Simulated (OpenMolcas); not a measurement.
Co3+: moving or changing the point charges

Co3+ among 5 point charges of -2.5 e arranged as a trigonal bipyramid (D3h), 2.09 Å from the ion, with the axial distance 2.424 Å.

```
Program             : OpenMolcas 26.06
Method              : SS-CASPT2, IPEA 0.25 Eh, imaginary shift 0.1 Eh (closed shells correlated: 3s 3p)
Basis               : ANO-RCC-VDZP [5s4p2d1f]
Scalar Hamiltonian  : DKH2, point nucleus
Active space        : 6 electrons in 5 orbitals (3d)
State averaging     : 2S+1 = 5 even, 5 roots; 2S+1 = 3 even, 45 roots; 2S+1 = 1 even, 50 roots
Spin-orbit coupling : RASSI with atomic mean-field integrals over the reference wave functions
```

Runs around this geometry, states (labels of D3, the rotations of D3h). Energies in cm-1 above the lowest state or level, χT in cm3 K/mol.

```tsv
R (Å)	q (e)	Axial / equatorial distance	Ground state	First state of that spin	First gap with spin-orbit (degeneracies)	χT at 300 K	First state of another spin
2.09	-2.5	1.07	5E	5E 490	97 (2, 2)	4.883	3A2 23610
2.09	-1.25	1.16	5E	5E 1120	36 (2, 2)	4.849	3E 24050
1.95	-2.5	1.16	5E	5E 2510	90 (2, 2)	4.186	3A2 24160
2.09	-2.5	1.16	5E	5E 2010	75 (2, 2)	4.354	3E 24340
2.34	-2.5	1.16	5E	5A1 1360	42 (2, 2)	4.719	3E 24160
```

Scaling the charges by -1.25 / -2.5 = 0.50 scales the first state of the same spin by 1120 / 2010 = 0.56; with fixed orbitals a first-order splitting would follow the charge.

Roots that are degenerate in the reference are averaged as groups; the widest CASPT2 spread within a group is 120 cm-1 (the 2-fold group of multiplicity 5 near 2010 cm-1 above the lowest state of its run, R = 2.09, q = -2.5, ratio = 1.16). Shifts and gaps below about the spread of the groups concerned are not significant. An orbital doublet at a regular site is open to a Jahn-Teller distortion, which this geometry leaves out. Point charges give a weaker field than real ligands, and real ions of this kind are often low spin; the high spin found here belongs to the model. The ground term spreads over less than 5000 cm-1, several times less than with real ligands, so orbital moments are less quenched and χT lies further from the spin-only value than at real sites. Free-ion shares, where given, are those of the reference states; single-state CASPT2 does not remix them. This is an electrostatic model: the charges have no orbitals. No measured value stands beside these numbers.
